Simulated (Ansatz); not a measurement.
**A geometry optimisation of C2H9BSi3 with r2SCAN-D4/def2-SVP**

The starting geometry of this gas-phase singlet was optimised with GFN2-xTB; its bonds are those of `B[SiH2][SiH2][SiH2]C#C`.

```yaml
atoms:
  - { symbol: C, position_ang: [0.0673, 2.5153, -1.7317] }
  - { symbol: C, position_ang: [-0.6091, 3.5082, -1.7901] }
  - { symbol: B, position_ang: [-2.6625, 1.2962, 0.6987] }
  - { symbol: Si, position_ang: [-1.7273, -0.3905, 0.8256] }
  - { symbol: Si, position_ang: [-0.4870, -0.7474, -1.1318] }
  - { symbol: Si, position_ang: [1.0283, 0.9353, -1.6344] }
  - { symbol: H, position_ang: [-2.1513, 2.3005, 1.0162] }
  - { symbol: H, position_ang: [-3.7401, 1.3716, 0.2460] }
  - { symbol: H, position_ang: [-2.5568, -1.5923, 1.0383] }
  - { symbol: H, position_ang: [-0.7373, -0.5014, 1.9165] }
  - { symbol: H, position_ang: [0.2224, -2.0371, -1.0862] }
  - { symbol: H, position_ang: [-1.3939, -0.9130, -2.2821] }
  - { symbol: H, position_ang: [2.0424, 1.1493, -0.5905] }
  - { symbol: H, position_ang: [1.7452, 0.8371, -2.9136] }
  - { symbol: H, position_ang: [-1.1841, 4.3888, -1.8439] }
```

**Question.** Where would you expect an optimisation with r2SCAN-D4/def2-SVP to take it?

**Answer.** New bonds form, giving a structure given below by its coordinates. Contacts that close: C1–B3 (3.85 → 1.79 Å), C2–B3 (3.91 → 1.61 Å).

The energy falls by 1.06 eV over 28 steps:

```csv
step,E − E(last) (eV)
1,1.057
4,0.815
7,0.772
10,0.669
13,0.337
16,0.061
19,0.009
22,0.001
25,0.000
28,0.000
```

Final geometry (Å):

```xyz
15

C    -0.4735    1.9649   -0.8570
C    -1.1882    3.0272   -0.7760
B    -2.1214    1.8563   -0.1779
Si   -1.4800    0.0310    0.4820
Si   -0.4046   -1.1418   -1.2564
Si    0.8488    0.8181   -1.5349
H    -2.2592    1.9910    1.0385
H    -3.0800    1.5290   -0.8549
H    -2.6653   -0.6260    1.1149
H    -0.4056    0.1970    1.5150
H     0.3624   -2.3780   -0.9161
H    -1.2687   -1.3828   -2.4532
H     2.0552    0.8755   -0.6553
H     1.2165    1.2780   -2.9073
H    -1.2803    4.0814   -1.0245
```

The end wasn't checked by frequencies. Run with Ansatz 0.2.0, 5.7 min on 2 threads of Intel(R) Xeon(R) Processor @ 2.50GHz (Skylake/Cascade Lake), with other jobs on the host.
